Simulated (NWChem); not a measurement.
HO2, doublet; SMILES [O]O

Program: NWChem. Pople sets run with spherical d functions. Spin-unrestricted. In the optimisation the excess spin sits in a" (Cs, its own frame). Geometry: optimised at PBE0/def2-SVP, spin-unrestricted. No stability test was run on the SCF state. Vertical excitations in the gas phase; the lowest state need not have the same character in each row. Excited states of an open shell can be spin-contaminated.

Q: Order these by “lowest excitation (eV)”, lowest first: BHandHLYP/6-31G*, TDA; PBE/6-31G*, TDA; LRC-wPBEh/6-31G*, TDA.

A: BHandHLYP/6-31G*, TDA (1.13), LRC-wPBEh/6-31G*, TDA (1.24), PBE/6-31G*, TDA (1.34)
